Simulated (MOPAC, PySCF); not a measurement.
C3H5N, SMILES `C(#N)CC`, neutral singlet in the gas phase. 

Cartesian coordinates (Å):
```xyz
9

C     -0.9598    -0.3603    -0.0184
C      0.2838     0.4862     0.2816
C      1.4775    -0.0199    -0.3884
N      2.4062    -0.4347    -0.9250
H     -1.8224     0.0552     0.5021
H     -1.1726    -0.3720    -1.0868
H     -0.8180    -1.3887     0.3121
H      0.1298     1.5204    -0.0347
H      0.4820     0.5102     1.3556
```
Charge 0, spin multiplicity 1.

All levels are single points at this geometry (B3LYP-D3(BJ)/def2-TZVP); Pople sets use spherical d functions. Orbital energies aren't observables, and empty levels follow the basis.

| level | HOMO (eV) | LUMO (eV) | gap (eV) | dipole (D) | vertical IE, Delta-SCF (eV) |
|---|---|---|---|---|---|
| B3LYP-D3(BJ)/def2-TZVP in PySCF | -9.09 | 0.17 | 9.26 | 4.11 | 11.81 |
| PBE-D3(BJ)/def2-TZVP in PySCF | -7.96 | -0.43 | 7.53 | 4.04 | 11.50 |
| B3LYP/3-21G in PySCF | -8.86 | 1.28 | 10.14 | 3.66 | – |
| M06-2X/6-31G* in PySCF | -10.48 | 2.30 | 12.78 | 3.88 | – |
| PM6 in MOPAC | -12.42 | 1.32 | 13.74 | 3.73 | – |
| PM7 in MOPAC | -12.42 | 1.22 | 13.63 | 3.84 | – |
